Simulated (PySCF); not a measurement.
B97-3 on Ga⁻ (gallium, charge -1), [Ar] 3d10 4s2 4p2, high-spin 3P determinant. Calculation: PySCF 2.14, in x2c-TZVPPall with one added diffuse shell each of s, p, d type (7s6p5d1f, 57 functions); the spin-free X2C one-electron Hamiltonian (Gaussian nucleus).

```
cycle= 1 E= -1943.64552449529  delta_E= -0.00738  |g|= 0.141  |ddm|= 0.174
cycle= 2 E= -1943.64380096603  delta_E= 0.00172  |g|= 0.179  |ddm|= 0.125
cycle= 3 E= -1943.64823971409  delta_E= -0.00444  |g|= 0.00807  |ddm|= 0.069
cycle= 4 E= -1943.64828077392  delta_E= -4.11e-05  |g|= 0.00189  |ddm|= 0.0212
cycle= 5 E= -1943.64829766465  delta_E= -1.69e-05  |g|= 0.00117  |ddm|= 0.0213
cycle= 6 E= -1943.64830720609  delta_E= -9.54e-06  |g|= 0.00036  |ddm|= 0.0282
cycle= 7 E= -1943.6483076949  delta_E= -4.89e-07  |g|= 7.06e-05  |ddm|= 0.00633
cycle= 8 E= -1943.64830771113  delta_E= -1.62e-08  |g|= 1.47e-05  |ddm|= 0.00102
cycle= 9 E= -1943.64830771202  delta_E= -8.93e-10  |g|= 4.44e-06  |ddm|= 0.000335
converged SCF energy = -1943.64830771202  <S^2> = 2.0028064  2S+1 = 3.0018704
```

Highest occupied orbital energy: 1.008 eV; ⟨L²⟩ = 2.01; populations by l: s 8.00, p 14.00, d 10.00, f 0.00.

**Question.** Can this result be used?

**Answer.** With care. Self-consistency was reached. At B97-3 the highest occupied level has a positive energy, so only the finite basis holds that electron; in a semilocal or global hybrid functional this comes from self-interaction and does not mean that the real anion is unbound.
